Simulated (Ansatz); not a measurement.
The cluster Nb₄N₄. The state is a singlet with charge 0. Geometry r2SCAN-D4/def2-SVP.

```xyz
8

Nb    1.106   -0.227    1.786
Nb    1.246    0.843   -0.604
Nb   -0.960    1.343    0.489
Nb   -0.673   -0.170   -1.933
N     1.264   -1.211    0.136
N    -2.019    0.513   -0.841
N     0.698   -1.243   -1.034
N    -0.662    0.152    2.000
```

In the def2 sets Nb takes a core potential, while STO-3G treats all electrons; there is no spin–orbit coupling. The restricted singlet is unstable towards broken spin symmetry in Hartree–Fock (as tested in another run); at HF/STO-3G this wasn't settled. At PBE-D4/def2-TZVP, r2SCAN-D4/def2-TZVP, PBE0-D4/def2-TZVP the restricted singlet is unstable: a solution with broken spin symmetry lies lower. The restricted singlet is unstable towards broken spin symmetry at other levels; at PBE0-D4/def2-TZVPD this wasn't settled. At PBE0-D4/def2-TZVP a triplet of charge 0 lies 0.62 eV below the restricted singlet, each at its own geometry. The structure comes from a short search, and lower isomers may exist.

Q: Estimate the orbital energies around the gap (eV) in Ansatz with HF/STO-3G, PBE-D4/def2-TZVP, r2SCAN-D4/def2-TZVP, PBE0-D4/def2-TZVP, PBE0-D4/def2-TZVPD.

A: 
| orbital | HF/STO-3G | PBE-D4/def2-TZVP | r2SCAN-D4/def2-TZVP | PBE0-D4/def2-TZVP | PBE0-D4/def2-TZVPD |
| --- | --- | --- | --- | --- | --- |
| HOMO−9 | -7.24 | -7.34 | -7.55 | -8.57 | -8.56 |
| HOMO−8 | -6.67 | -7.14 | -7.32 | -8.29 | -8.28 |
| HOMO−7 | -5.96 | -6.72 | -6.85 | -7.74 | -7.73 |
| HOMO−6 | -5.46 | -6.41 | -6.53 | -7.36 | -7.35 |
| HOMO−5 | -5.03 | -5.82 | -5.99 | -6.78 | -6.77 |
| HOMO−4 | -4.02 | -5.60 | -5.67 | -6.39 | -6.38 |
| HOMO−3 | -3.70 | -5.11 | -5.21 | -5.95 | -5.94 |
| HOMO−2 | -3.32 | -4.65 | -4.75 | -5.48 | -5.47 |
| HOMO−1 | -3.08 | -4.64 | -4.72 | -5.47 | -5.46 |
| HOMO | -0.93 | -3.24 | -3.22 | -3.70 | -3.70 |
| LUMO | 5.10 | -3.22 | -3.09 | -2.51 | -2.50 |
| LUMO+1 | 5.82 | -3.02 | -2.92 | -2.37 | -2.36 |
| LUMO+2 | 5.84 | -2.77 | -2.58 | -2.04 | -2.03 |
| LUMO+3 | 6.36 | -2.68 | -2.48 | -1.92 | -1.91 |
| LUMO+4 | 6.44 | -2.62 | -2.43 | -1.85 | -1.85 |
| LUMO+5 | 6.79 | -2.58 | -2.29 | -1.69 | -1.68 |
